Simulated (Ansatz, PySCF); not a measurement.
Gas-phase reaction (SMILES): CCCC[Si](Cl)(Cl)Cl + [H][H] (H2) -> Cl[SiH](Cl)Cl [trichlorosilane] + CCCC; hydrogen cleaves one Si-C bond, a model of a ligand-exchange step.

Structures are relaxed separately at B3LYP-D3(BJ)/def2-TZVP in Ansatz (a program for electronic structure), one conformer each, not searched for the lowest. Cores are frozen in the correlated levels unless marked. No spin-orbit coupling. Non-relativistic. Basis-set limits of correlation are two-point, X^-3; Hartree-Fock from the larger set. [CCSD(T)-MP2]/basis is that difference in the basis named. Thermal terms are rigid-rotor harmonic-oscillator values from B3LYP-D3(BJ) frequencies (Ansatz or PySCF) at 298.15 K and 1 atm. 1 Eh = 627.5095 kcal/mol.

| species | E, RI-MP2/CBS(cc-pV(T+d)Z,cc-pV(Q+d)Z)+[CCSD(T)-MP2]/cc-pV(T+d)Z (Ansatz) (Eh) | E, wB97M-V/def2-TZVPD (Ansatz) (Eh) | H - E (Eh) |
|---|---|---|---|
| CCCC[Si](Cl)(Cl)Cl | -1826.21771 | -1828.06024 | 0.14033 |
| [H][H] (H2) | -1.17529 | -1.16077 | 0.01336 |
| Cl[SiH](Cl)Cl | -1669.15580 | -1670.82166 | 0.02027 |
| CCCC | -158.23877 | -158.40064 | 0.13834 |

Work out ΔE and ΔH at 298.15 K at the first level, then ΔH at the second.


1. ΔE = [(-1669.15580) + (-158.23877)] - [(-1826.21771) + (-1.17529)] = -0.00157 Eh = -1.0 kcal/mol at RI-MP2/CBS(cc-pV(T+d)Z,cc-pV(Q+d)Z)+[CCSD(T)-MP2]/cc-pV(T+d)Z.
2. The terms H - E add up to 0.00492 Eh, so ΔH = (-0.00157 + (0.00492))×627.5095 = 2.1 kcal/mol.
3. At wB97M-V/def2-TZVPD the same steps give ΔE = -0.8 and ΔH = 2.3 kcal/mol, a shift of +0.2 from the first level.
4. These values are not checked against measurement here, since the tables used lack a sound gas-phase enthalpy of formation for at least one species.
